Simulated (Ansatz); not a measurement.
Job for Ansatz (a program for electronic structure): U-PBE/cc-pVTZ on GeH2O (SMILES [OH][GeH]), a point of a bond scan (R = 2.434 Å).

Ansatz 0.2 input:
```yaml
crystal:
  periodic: [false, false, false]
  atoms:
    - {symbol: Ge, position_ang: [-0.23528061, -0.20095819, 0.24734314]}
    - {symbol: H, position_ang: [-1.99864522, 0.05289658, -1.41177675]}
    - {symbol: O, position_ang: [1.02522544, 0.68082931, -0.68889534]}
    - {symbol: H, position_ang: [0.73803318, 1.01574925, -1.54508087]}
basis:
  gaussian:
    orbitals: cc-pVTZ
hamiltonian:
  xc: {name: PBE}
magnetization: {spin_polarized: true, initial_magnetization: 0}
```

Output:

```
WARN ansatz: RAYON_NUM_THREADS=1 ignored (pool sized by the plan → 1); use --threads N
Functional definition: PBE
integrals: 0.02 GiB planned
644 factors; their error is unknown
mean field: 0.28 GiB planned
mean field evaluation 1: about -58579.3679 eV, gradient 4.8e1 eV
mean field evaluation 2: about -58484.2185 eV, gradient 1.3e2 eV
mean field evaluation 4: about -58585.8430 eV, gradient 1.3e1 eV
mean field evaluation 8: about -58587.4437 eV, gradient 1.2e-1 eV
mean field evaluation 16: about -58587.4378 eV, gradient 1.1e-4 eV
mean field evaluation 32: about -58586.3117 eV, gradient 4.4e0 eV
mean field -58587.43783278 eV, -2153.0486283630 hartree, gradient 1.6e-5 eV, S^2 0.000000; 4 other end points of the search recorded, 0 dependent functions left out
reference -58587.43786371 eV, -2153.0486294996 hartree; 21, 21 occupied and 80, 80 virtual orbitals, 644 factors
Total energy: -58587.43786371 eV, -2153.0486294996 hartree
```

Self-consistency was reached.

Cost: about 4 core-seconds (a rough figure).
